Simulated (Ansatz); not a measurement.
Mulliken charges of C$_{2}$H$_{4}$Cl$_{2}$Si, SMILES `Cl[C@@H]1[SiH2][C@H]1Cl` from B3LYP/def2-TZVPP in Ansatz (PBE0-D4/def2-TZVP geometry).

| atom | x (Å) | y (Å) | z (Å) | charge (e) |
| --- | --- | --- | --- | --- |
| Cl1 | -2.040 | -0.937 | -0.929 | -0.135 |
| C2 | -0.496 | -0.120 | -0.750 | -0.084 |
| Si3 | 0.942 | -0.707 | 0.279 | 0.273 |
| C4 | -0.261 | 0.695 | 0.512 | -0.084 |
| Cl5 | 0.098 | 2.405 | 0.334 | -0.135 |
| H6 | -0.225 | 0.402 | -1.662 | 0.119 |
| H7 | 2.296 | -0.437 | -0.241 | -0.037 |
| H8 | 0.786 | -1.881 | 1.159 | -0.038 |
| H9 | -1.011 | 0.534 | 1.280 | 0.119 |

By hand: the dipole of these point charges (1 e Å = 4.8032 D).

Σ q r = (0.321, -0.240, 0.096) e Å, of length 0.412 e Å = 1.98 D.

How does the dipole of the full density compare? (Best estimate.)

Ansatz gave: (0.331, -0.249, 0.100) e Å, 2.05 D; the point charges give 0.97 times that, at 0° from its direction.

Point charges leave out the atoms' own dipoles, such as those of lone pairs, and Mulliken's split depends on the basis, so the close match here is no proof of good charges.

B3LYP here is the variant with VWN-RPA as its local correlation; programs differ in this.
